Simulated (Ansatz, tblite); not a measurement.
Forces on Ge(OH)Me3 (C₃H₁₀GeO) at its PBE0-D4/def2-SVP geometry. The state is a singlet with charge 0.

The xTB rows come from tblite.

GFN1-xTB (tblite), largest force 0.46 eV/Å:

```xyz
15
positions Å, forces eV/Å
C     1.547   -1.033    0.114    0.281   -0.214    0.022
C     0.011    1.424   -1.299    0.002    0.221   -0.184
C    -1.649   -0.804    0.333   -0.303   -0.171    0.065
Ge    0.027    0.188    0.197   -0.014   -0.042   -0.184
O     0.202    1.263    1.624    0.016   -0.214    0.401
H     0.238    0.780    2.456    0.002    0.240   -0.161
H     1.496   -1.648   -0.798    0.114    0.142    0.289
H     1.563   -1.711    0.981    0.082    0.157   -0.251
H     2.491   -0.468    0.098   -0.186   -0.242    0.010
H    -0.128    0.888   -2.249    0.040    0.237    0.178
H     0.959    1.978   -1.345   -0.266   -0.062   -0.094
H    -0.808    2.148   -1.182    0.227   -0.110   -0.141
H    -2.497   -0.111    0.433    0.149   -0.266   -0.011
H    -1.645   -1.477    1.204   -0.092    0.168   -0.240
H    -1.806   -1.417   -0.569   -0.053    0.156    0.300
```

GFN2-xTB (tblite), largest force 0.90 eV/Å:

```
C 0.699 -0.560 -0.019
C -0.003 0.592 -0.596
C -0.768 -0.455 0.085
Ge 0.060 0.437 0.406
O -0.025 -0.487 0.068
H -0.005 0.257 -0.256
H 0.072 0.265 0.426
H 0.079 0.220 -0.348
H -0.316 -0.302 0.009
H 0.059 0.266 0.341
H -0.409 -0.159 -0.052
H 0.356 -0.233 -0.125
H 0.270 -0.344 -0.028
H -0.093 0.231 -0.339
H 0.024 0.271 0.428
```

PBE-D4/def2-TZVP (Ansatz), largest force 0.58 eV/Å:

```
C 0.274 -0.209 -0.003
C 0.004 0.263 -0.229
C -0.300 -0.167 0.038
Ge -0.033 -0.248 -0.237
O 0.040 0.568 0.082
H 0.011 -0.223 0.320
H 0.005 0.021 0.036
H -0.006 0.037 -0.037
H -0.049 -0.027 0.002
H 0.007 0.017 0.051
H -0.048 -0.024 -0.004
H 0.040 -0.034 -0.014
H 0.045 -0.034 -0.004
H 0.006 0.036 -0.039
H 0.004 0.023 0.037
```
